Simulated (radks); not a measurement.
Q: Ca3+, configuration [Ne] 3s2 3p5. Method: scalar-relativistic Kohn-Sham, PBE, spin-unpolarised, spherical densities, point nucleus; computed with a radial shooting solver on a logarithmic mesh with Libxc functionals. Some entries of the table are withheld. Estimate them.

| orbital | occ. | eigenvalue (eV) | <r^2> (bohr^2) | r(max) (bohr) |
|---|---|---|---|---|
| 1s | 2 | -3986.094 | 0.007943 | 0.05028 |
| 2s | 2 | -450.0390 | 0.1569 | 0.2998 |
| 2p | 6 | -370.5294 | 0.1326 | 0.2465 |
| 3s | 2 | -79.3439 | (1) | 0.9816 |
| 3p | 5 | (2) | 1.696 | 1.025 |

A: 
(1) 3s <r^2> (bohr^2): 1.449
(2) 3p eigenvalue (eV): -59.6673
